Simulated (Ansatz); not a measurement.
Cl₂I₂Si (`Cl[Si](Cl)(I)I`) from Hartree–Fock to CCSD(T)

Cartesian coordinates in Å:
```
Cl 0.468 -1.941 0.570
Si 0.042 -0.048 -0.036
Cl 0.988 0.289 -1.803
I -2.343 0.177 -0.347
I 0.844 1.523 1.616
```

Charge 0, multiplicity 1. Correlated methods include outer-core shells of I, which these sets cover unevenly. I: def2 effective core potential. All single points use the PBE0-D4/def2-TZVP geometry. Frozen core, restricted reference, the Gaussian-basis code of Ansatz.

| basis | HF (Eh) | MP2 corr. | CCSD corr. | (T) | CCSD(T) total |
| --- | --- | --- | --- | --- | --- |
| def2-SVP | -1801.03117 | -0.59054 | -0.62624 | -0.01620 | -1801.67361 |
| def2-TZVPP | -1801.47753 | -1.48306 | -1.45032 | -0.04586 | -1802.97371 |
| def2-QZVPP | -1801.51417 | -1.87662 | – | – | – |
